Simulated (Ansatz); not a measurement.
C2H8AlClSi (`C[SiH2][Al]([CH3])[Cl]`) from Hartree–Fock to CCSD(T)

```xyz
13

C    -1.018    0.538   -1.852
Si   -0.513   -1.070   -1.010
Al    0.628   -0.741    1.136
C     1.045    0.965    1.973
Cl    1.201   -2.502    2.156
H    -0.146    1.164   -2.055
H    -1.702    1.111   -1.223
H    -1.518    0.337   -2.802
H     0.382   -1.846   -1.920
H    -1.723   -1.917   -0.793
H     1.589    0.847    2.912
H     0.127    1.527    2.177
H     1.647    1.588    1.303
```

Total charge 0; spin multiplicity 1. Geometry: relaxed with PBE0-D4/def2-TZVP. It is one conformer, not always the lowest. Frozen core, restricted reference, Ansatz. CBS rows extrapolate triple and quadruple zeta; past MP2 they add the triple-zeta difference.

```tsv
basis	HF (Eh)	MP2 corr.
def2-TZVPP	-1070.89661	-0.74570
def2-QZVPP	-1070.92894	-0.80302
```

**Question.** Estimate the CCSD correlation energy and the (T) correction in each basis where they were run (hartree).

**Answer.** 
| basis | CCSD corr. | (T) |
| --- | --- | --- |
| def2-TZVPP | -0.81639 | -0.03179 |
| CBS(def2) | -0.91616 | as TZ |
